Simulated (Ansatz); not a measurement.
Stepwise reaction of `[SiH3][SbH][SiH3]` with hydrogen fluoride, as a gas-phase model of exchange steps in deposition or etching. ΔE in kJ/mol; ΔG adds harmonic PBE0-D4 terms to CCSD(T)/CBS, at 1 bar.

Isolated molecules relaxed with PBE0-D4/def2-TZVP in Ansatz; ΔE leaves out vibrations. CCSD(T)/CBS is the MP2 limit (def2-TZVPP, def2-QZVPP) plus CCSD(T) − MP2 in def2-TZVPP, frozen cores. This one scheme is used for every species. Functionals use def2-TZVPP. B3LYP here is the variant with VWN-RPA as its local correlation; programs differ in this. def2 core potentials past Kr. For Sb outer-core shells are correlated without core-valence functions, which leaves a few kJ/mol of doubt a bond.

| step | reaction | PBE-D4 | B3LYP-D4 | ωB97M-V | CCSD(T)/CBS | ΔG(400 K) |
| --- | --- | --- | --- | --- | --- | --- |
| 2 | `[F][SbH][SiH3]` + H–F → `[F][SbH][F]` + SiH₄ | -29.0 | -40.5 | -40.5 | -31.7 | -32.6 |

Problem. Give the row of step 1, `[SiH3][SbH][SiH3]` + H–F → `[F][SbH][SiH3]` + SiH₄. (An estimate is asked.)

Solution. Computed: 
```tsv
step	reaction	PBE-D4	B3LYP-D4	ωB97M-V	CCSD(T)/CBS	ΔG(400 K)
1	`[SiH3][SbH][SiH3]` + H–F → `[F][SbH][SiH3]` + SiH₄	23.1	9.4	15.0	26.4	23.7
```

Problem. By hand: ΔE of the 2 steps together at CCSD(T)/CBS.

Solution. (26.4) + (-31.7) = -5.3 kJ/mol, or -2.7 kJ/mol a step.

In ΔE each step is lower than the one before. ΔG lies between -32.6 and 23.7 kJ/mol a step. PBE-D4 differs from CCSD(T)/CBS by -3.3 to 2.7 kJ/mol a step. Isolated molecules leave out the surface, adducts and barriers. Largest T1 diagnostic: 0.015.
